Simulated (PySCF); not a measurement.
`F[C@@H]1C[Si@H]1Br`, C₂H₄BrFSi

Geometry:
```
atom   x (Å)   y (Å)   z (Å)
  F1  -2.041   0.230   0.452
  C2  -0.891   0.284  -0.276
  C3   0.008  -0.958  -0.207
 Si4   0.770   0.569   0.521
 Br5   2.350   1.659  -0.575
  H6  -1.071   0.672  -1.289
  H7   0.318  -1.411  -1.155
  H8  -0.318  -1.702   0.532
  H9   0.906   0.684   1.989
```

Level of theory: PySCF, TDDFT CAM-B3LYP/def2-SVPD circular dichroism and optical rotation, one conformer, gas phase. Geometry: PBE0-D3(BJ)/def2-SVP.

The calculation is non-relativistic, which matters for the atoms heavier than Zn.

Draw the ECD and absorption spectra from the lowest 12 states, each a Gaussian of half-width 0.35 eV at 1/e height.


```
E (eV)  λ (nm)  Δε (L mol⁻¹ cm⁻¹)  ε (L mol⁻¹ cm⁻¹)
  5.01     247              -0.36              19.1
  5.16     240              -1.02              54.1
  5.31     233              -2.00               106
  5.46     227              -2.71               145
  5.61     221              -2.56               142
  5.76     215              -1.71               133
  5.91     210              -1.05               254
  6.06     204              -1.38               759
  6.21     199              -2.95              1960
  6.36     195              -4.80              3990
  6.51     190              -4.98              6450
  6.66     186              -2.78              8220
  6.81     182              +0.33              8110
  6.96     178              +3.20              6180
  7.11     174              +6.58              4050
  7.26     171             +10.35              3140
  7.41     167             +11.47              3410
  7.56     164              +7.05              4080
  7.71     161              -1.52              4570
```
Δε uses R in velocity form, ε uses f in length form. Only the states computed contribute, so the short-wavelength end is incomplete.
